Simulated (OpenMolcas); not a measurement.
Ti3+ (d1) among equal point charges was computed by CASSCF with the d shell active (OpenMolcas, ANO-RCC-VDZP on the metal). Its lowest spin-free states, and all those of the highest spin:

```csv
2S+1,Degeneracy,E (cm-1)
2,1,0.0
2,2,4729
2,2,4937
```

Question: Is the site octahedral, tetrahedral or cube-like, axial, or of lower symmetry?

Answer: The states with 2S+1 = 2 have orbital degeneracies 1, 2, 2. There are pairs but no triples, so the site is axial: not cubic, but with a proper or improper axis of order three or more. The run had Ti3+ among 6 point charges of -1.5 e arranged as a trigonal prism (D3h), 1.97 Å from the ion, with a polar angle of 58.4° against the regular 49.1°.

The ground term spreads over less than 5000 cm-1, several times less than with real ligands, so orbital moments are less quenched and χT lies further from the spin-only value than at real sites. This is an electrostatic model: the charges have no orbitals. No measured value stands beside these numbers.
